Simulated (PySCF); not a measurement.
Ionisation energy of Be⁺ by level of theory

Be⁺ [He] 2s1 (2S) → Be²⁺ 1s2 (1S), as a difference of total energies. Computed with PySCF 2.14 in jorge-DZP-DKH (4s2p1d, 15 functions), with the spin-free X2C one-electron Hamiltonian (Gaussian nucleus). The calculations carry no spin-orbit coupling.

```csv
method,ionisation energy (eV)
UHF,18.121
MN15,17.943
TPSS,18.374
```

For comparison: 18.211 eV (measured; NIST Atomic Spectra Database, ionization energies).
